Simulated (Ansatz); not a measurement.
A further run on Si4H8.

```yaml
crystal:
  periodic: [false, false, false]
  atoms:
    - {symbol: Si, position_ang: [-1.113220, -1.216277, 0.062944]}
    - {symbol: Si, position_ang: [1.371597, 0.869467, 0.292916]}
    - {symbol: Si, position_ang: [0.603636, -0.561624, -1.427771]}
    - {symbol: Si, position_ang: [-0.861602, 0.908024, 1.073926]}
    - {symbol: H, position_ang: [-1.143273, 1.081916, 2.532001]}
    - {symbol: H, position_ang: [1.519453, -1.588890, -2.012651]}
    - {symbol: H, position_ang: [2.219505, 0.085531, 1.248350]}
    - {symbol: H, position_ang: [-0.587570, -2.272121, 0.987792]}
    - {symbol: H, position_ang: [2.065312, 2.148513, -0.051788]}
    - {symbol: H, position_ang: [-1.640504, 1.922676, 0.292663]}
    - {symbol: H, position_ang: [0.012033, 0.263111, -2.530490]}
    - {symbol: H, position_ang: [-2.445346, -1.640325, -0.467891]}
basis:
  gaussian: {orbitals: aug-cc-pVDZ}
hamiltonian: {xc: {name: PBE0}, dispersion: d3bjatm}
scf: {omitted_lower_state_checks: [starts]}
```

```sh
$ ansatz run in.yaml --threads 4 --pin off --events-out ev --progress --plain --max-ram 3916MiB
```

Shortened log:

```
Functional definition: PBE0
1896 factors; their error is unknown
mean field evaluation 1: about -31625.7979 eV, gradient 1.6e1 eV
mean field evaluation 2: about -31626.0831 eV, gradient 1.5e1 eV
mean field evaluation 4: about -31626.9516 eV, gradient 2.2e-1 eV
mean field evaluation 8: about -31627.1402 eV, gradient 1.2e-1 eV
mean field -31627.14018199 eV, -1162.2759640426 hartree, gradient 1.8e-5 eV, S^2 0.000000; 0 other end points of the search recorded, 0 dependent functions left out
reference -31627.14026660 eV, -1162.2759671519 hartree; 32, 32 occupied and 148, 148 virtual orbitals, 1896 factors
Total energy: -31627.48132777 eV, -1162.2885009188 hartree
Checks for a lower state left out: starts
```

Run time 3.5 s (4 threads of Arm Neoverse V1 on a shared host).
